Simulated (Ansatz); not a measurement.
Geometry optimisation, RKS B3LYP-D4/def2-SVP (Ansatz 0.2.0).

Input:

```yaml
crystal:
  periodic: [false, false, false]
  atoms:
    - { symbol: Al, position_ang: [0.0, 0.0, 0.0] }
    - { symbol: O, position_ang: [0.0, 0.0, 2.13] }
    - { symbol: Si, position_ang: [-1.3147, -0.4067, 3.0936] }
    - { symbol: H, position_ang: [-2.239, -1.2403, 2.3304] }
    - { symbol: H, position_ang: [-0.8506, -1.1432, 4.2657] }
    - { symbol: H, position_ang: [-1.9987, 0.8095, 3.5233] }
    - { symbol: Cl, position_ang: [1.9312, 0.0, -1.115] }
    - { symbol: Cl, position_ang: [-1.9312, 0.0, -1.115] }
    - { symbol: Cl, position_ang: [0.1134, 2.3983, 0.7978] }
    - { symbol: H, position_ang: [0.0597, 1.263, 1.9417] }
basis:
  gaussian: { orbitals: def2-SVP }
hamiltonian:
  xc: b3lyp
  dispersion: d4
relax:
  f_tol: 0.15
  max_steps: 25
  restrain:
    - { distance: [0, 8], at: 2.23, k: 30.0 }
    - { distance: [9, 1], at: 1.01, k: 30.0 }
    - { distance: [0, 1], at: 2.98, k: 30.0 }
    - { distance: [9, 8], at: 2.57, k: 30.0 }
```

Launched with:

```bash
$ ansatz run input.yaml --threads 4 --pin off --max-ram 5120MiB --backend cpu --events-out ev --progress --plain --runs-dir out
```

Q: Where does it end, and by what steps?

A: The run converged. The restraints hold the end off the free minimum. After 6 steps the energy has fallen by 1.164 eV (the restraints' own energy left out); Al1 moved furthest, 0.84 Å. Parted: Al1–O2 (2.13 → 2.96 Å). Joined: O2–H10 (1.28 → 0.99 Å).

```tsv
step	energy less start (eV)	largest force component (eV/Å)	accepted
0	0.0000	2.773	yes
1	-0.1644	3.215	yes
2	-0.4760	2.911	yes
3	-0.7168	2.074	yes
4	-1.0441	1.632	yes
5	-1.1491	1.154	yes
6	-1.1640	1.061	yes
```

```xyz
10
Properties=species:S:1:pos:R:3
Al 0.081 0.626 -0.551
O -0.014 0.110 2.361
Si -1.373 -0.452 3.192
H -2.157 -1.316 2.271
H -0.943 -1.245 4.378
H -2.200 0.707 3.647
Cl 1.816 -0.298 -1.238
Cl -1.814 -0.157 -0.932
Cl 0.233 2.625 0.335
H 0.141 1.082 2.391
```

The run took 17 s on 4 threads of Arm Neoverse V2, on a shared host, peak memory 0.35 GiB.
